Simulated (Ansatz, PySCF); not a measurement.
Process, species as SMILES: CN(C)C(=O)N(C)C [1,1,3,3-tetramethylurea] -> C[N]C + CN(C)[C]=O (the C-N bond at the site shown breaks; other sites are not compared here)
Structures are relaxed separately at B3LYP-D3(BJ)/def2-TZVP in Ansatz (a program for electronic structure), one conformer each, not searched for the lowest. Frequencies are from Ansatz or PySCF.

Property: bond dissociation energy (enthalpy at 298 K, with B3LYP-D3(BJ) rigid-rotor harmonic-oscillator terms), in kcal/mol. Cores are frozen in the correlated levels unless marked. Open shells are spin-unrestricted. No spin-orbit coupling. No relativistic terms. CBS(X,Y): correlation extrapolated as X^-3; Hartree-Fock from the larger set. The bracket is a focal-point correction in the basis named.

RI-MP2/CBS(cc-pVTZ,cc-pVQZ)+[CCSD(T)-MP2]/cc-pVTZ (Ansatz) gives 84.8 kcal/mol.

Q: Another calculation gave 65.6 kcal/mol. Which level was it?
(A) revPBE/def2-TZVPD (Ansatz)
(B) wB97X-V/def2-TZVPD (Ansatz)
(C) HSE06/def2-TZVPD (Ansatz)
(D) SVWN5/def2-TZVPD (Ansatz)

A: A, revPBE/def2-TZVPD (Ansatz). The others give 76.4 (HSE06), 81.6 (wB97X-V), 98.2 (SVWN5) kcal/mol.
